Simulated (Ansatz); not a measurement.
`OC([SiH3])[TeH]` + HCl → `[SiH3]C(Cl)[TeH]` + H₂O  (substitution at a C–O bond)

Isolated molecules relaxed with PBE0-D4/def2-TZVP in Ansatz; ΔE leaves out vibrations. CCSD(T)/CBS is the MP2 limit (def2-TZVPP, def2-QZVPP) plus CCSD(T) − MP2 in def2-TZVPP, frozen cores. This one scheme is used for every species. DFT in def2-TZVPP. B3LYP here is the variant with VWN-RPA as its local correlation; programs differ in this. Elements past krypton have def2 core potentials. For Te outer-core shells are correlated without core-valence functions, which leaves a few kJ/mol of doubt a bond. Each species was taken in one conformer, which may not be the lowest.

`OC([SiH3])[TeH]`:

Z-matrix (Å, degrees):
```
C
Si 1 1.890
Te 1 2.191 2 107.0
O 1 1.397 2 109.7 3 123.6
H 1 1.096 2 110.4 3 -111.3
H 2 1.484 1 108.1 3 69.0
H 2 1.486 1 109.2 3 -50.6
H 2 1.487 1 110.2 3 -170.8
H 3 1.659 1 93.7 2 -131.3
H 4 0.963 1 109.4 2 -175.4
```

HCl:

```xyz
2

Cl    0.044   -0.632    0.085
H    -0.044    0.632   -0.085
```

`[SiH3]C(Cl)[TeH]`:

```xyz
9

Si    0.083    0.014    1.117
C    -0.688    0.063   -0.602
Cl   -1.002    1.761   -1.061
Te    0.494   -1.031   -2.020
H    -0.761    0.790    2.062
H     0.173   -1.399    1.563
H     1.437    0.616    1.039
H    -1.650   -0.452   -0.612
H     1.914   -0.362   -1.485
```

H₂O:

Cartesian coordinates in Å:
```
O 0.019 -0.375 0.103
H 0.249 0.389 0.636
H -0.268 -0.014 -0.739
```

| level | ΔE (kJ/mol) |
| --- | --- |
| PBE0-D4 | -25.2 |
| PBE | -19.9 |
| r2SCAN | -21.5 |
| B3LYP | -18.2 |
| MP2/def2-QZVPP | -40.3 |
| SCS-MP2/def2-QZVPP | -35.8 |
| MP2/CBS(def2) | -42.8 |
| CCSD/CBS(def2) | -32.2 |

Q: What does CCSD(T)/CBS give? (Estimate.)

A: Ansatz gave: -33.6 kJ/mol. The listed levels differ from it by 8.4, 13.7, 12.1, 15.4, -6.7, -2.2, -9.2, 1.4 kJ/mol.

Largest T1 diagnostic among the species: 0.012.

The D4 term adds −5.2 kJ/mol with B3LYP and −2.7 kJ/mol with PBE0; it sums over pairs of atoms, weighted by their polarisabilities, and B3LYP, whose exchange is more repulsive, gets the larger term. In def2-TZVPP, CCSD(T) changes the Hartree–Fock value by −8.0 kJ/mol (the triples alone add −1.4 kJ/mol) and MP2 by −17.2 kJ/mol.
